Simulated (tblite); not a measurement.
C₅H₇O₃S (doublet state).
Numbering: `[CH3:1][C@@H:2]1[CH2:3][CH:4]=[C:5]1[S:6]([O:7])(=[O:8])=[O:9]` (hydrogens: H10, H11, H12 on C1; H13 on C2; H14, H15 on C3; H16 on C4)

The geometry is computed with GFN2-xTB (gas phase). This method treats the open shell by occupation alone, without spin polarisation.

Question: List the bond lengths, angles and torsions at this level.

Answer: 
```csv
bond,length (pm),order
C1–C2,151.1,single
C2–C3,156.5,single
C3–C4,151.9,single
C4=C5,131.7,double
C5–S6,185.6,single
S6–O7,144.4,single
S6=O8,143.9,double
S6=O9,144.1,double
C2–C5,149.6,single
"C1–H10, C1–H11, C1–H12",108.8,single
C2–H13,109.0,single
C3–H14,108.7,single
C3–H15,108.7,single
C4–H16,107.0,single
```

Bonds in one row agree within 1 pm and their mean is given. Orders are formal, as drawn. A selection of angles:
```csv
angle,degrees
C2–C1–H10,110.8
C2–C1–H11,108.6
H10–C1–H11,108.2
H10–C1–H12,109.3
C1–C2–C3,118.0
C1–C2–C5,115.0
C1–C2–H13,111.3
C3–C2–C5,82.3
C3–C2–H13,114.0
C5–C2–H13,113.5
C2–C3–C4,88.2
C2–C3–H14,114.0
C2–C3–H15,113.7
C4–C3–H14,113.6
C4–C3–H15,114.2
H14–C3–H15,111.5
C3–C4–C5,90.3
C3–C4–H16,133.2
C5–C4–H16,136.4
C4–C5–S6,134.7
C2–C5–C4,99.2
C2–C5–S6,126.1
C5–S6–O7,96.9
C5–S6–O8,100.0
C5–S6–O9,101.4
O7–S6–O8,117.6
O7–S6–O9,117.0
O8–S6–O9,117.5
```

Dihedral angles: C1–C2–C3–C4 -115° (anticlinal); C2–C3–C4–C5 0° (synperiplanar); C3–C4–C5–S6 -179° (antiperiplanar); C4–C5–S6–O7 93° (anticlinal); C1–C2–C5–C4 118° (anticlinal).

C5 (carbon bonded to 2 C and S) is planar (angles 134.7°, 126.1° and 99.2°, sum 360.0°, 0.01 Å off the plane of its three neighbours). Of the pairs four or more bonds apart, O9···H11 is among the closest relative to their van der Waals radii: 2.33 Å, 86 % of the sum of Bondi's values. The 4-membered ring C2–C3–C4–C5 has internal angles of 82.3° to 99.2°; it is planar, 0.00 Å rms from its mean plane, widest ring torsion 0°. S6 (sulfur bonded to C and 3 O) has angles from 96.9° to 117.6°. The C–C distances run from 1.317 Å (C4=C5, drawn double) to 1.565 Å (C2–C3, drawn single), a spread of 0.248 Å. C4 (carbon bonded to 2 C and H) is planar (angles 136.4°, 133.2° and 90.3°, sum 360.0°, 0.00 Å off the plane of its three neighbours).

Point group: C1 (no symmetry element, even within 0.4 Å). Its GFN2-xTB frequencies are all real (lowest 21 cm⁻¹). 3 starts were optimised and ended at 0.00, 0.15 and 0.15 kcal/mol (GFN2-xTB); the lowest of these is shown.

One conformer stands for the species.
